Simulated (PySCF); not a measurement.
H5W, neutral, multiplicity 2. Atoms are numbered in the order given.

```xyz
6

W      0.0000     0.0000    -0.0187
H     -1.4651     0.0000    -0.9221
H      0.0000     1.4926     0.7826
H      1.4651     0.0000    -0.9221
H      0.0000     0.0000     1.6606
H      0.0000    -1.4926     0.7826
```
Charge 0, spin multiplicity 2.

Geometry optimised at B3LYP-D3(BJ)/def2-TZVPD. The spin state was assumed, not searched. The def2 effective core potentials stand for the cores of W; spin–orbit coupling is left out.

All values below come from PySCF with PBE0/def2-TZVPD.

Mulliken values depend strongly on the basis, most of all with diffuse functions as here. ESP charges are fitted to the potential on shells at 1.4 to 2.0 van der Waals radii. Atomic charges (e):

```
atom  Mulliken  ESP fit  Mulliken spin
----  --------  -------  -------------
W1        0.61      [?]           1.24
H2       -0.17      [?]          -0.05
H3       -0.10      [?]          -0.04
H4       -0.17      [?]          -0.05
H5       -0.06      [?]          -0.06
H6       -0.10      [?]          -0.04
```

### Question
Fill in the missing entries. (The exact figures need the calculation; the answer reports its results.)

### Answer

- W1, ESP fit: 0.79
- H2, ESP fit: -0.16
- H3, ESP fit: -0.19
- H4, ESP fit: -0.16
- H5, ESP fit: -0.09
- H6, ESP fit: -0.19
